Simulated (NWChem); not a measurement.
System: Si2H6O3; SMILES O[Si](O)(O)[SiH3]

```xyz
11

O     -1.0805     1.0745    -1.0709
Si     0.0279     0.4243    -0.0051
O     -0.3650     1.1380     1.4413
O      1.5995     0.7918    -0.3833
Si    -0.0674    -1.9099     0.0530
H     -0.9934     0.8096    -1.9976
H     -1.2387     1.5558     1.4530
H      1.8643     1.7066    -0.1989
H      0.2530    -2.4844    -1.2853
H     -1.4458    -2.3487     0.4112
H      0.8810    -2.4752     1.0502
```
Atoms are numbered in this order, from 1.

Program: NWChem. Geometry: optimised at B3LYP/6-31G* (spherical d). Total energies compare along this basis series because the functional is fixed.

```json
[
 {"level": "TPSS/pcseg-1", "basis functions": "108", "energy (Ha)": "-808.4032", "highest occupied level (eV)": "-6.98", "orbital gap (eV)": "6.67", "dipole (D)": "1.75", "relative time": "3"},
 {"level": "TPSS/aug-pcseg-1", "basis functions": "177", "energy (Ha)": "-808.4280", "highest occupied level (eV)": "-7.05", "orbital gap (eV)": "6.08", "dipole (D)": "1.56", "relative time": "8"},
 {"level": "TPSS/pcseg-2", "basis functions": "242", "energy (Ha)": "-808.6183", "highest occupied level (eV)": "-7.00", "orbital gap (eV)": "6.39", "dipole (D)": "1.65", "relative time": "10"},
 {"level": "TPSS/STO-3G", "basis functions": "39", "energy (Ha)": "-798.4963", "highest occupied level (eV)": "-2.33", "orbital gap (eV)": "7.31", "dipole (D)": "1.48", "relative time": "1"},
 {"level": "TPSS/def2-SVP", "basis functions": "108", "energy (Ha)": "-808.1030", "highest occupied level (eV)": "-6.70", "orbital gap (eV)": "6.60", "dipole (D)": "1.99", "relative time": "3"}
]
```

Relative times are rough (shared machine, one core).
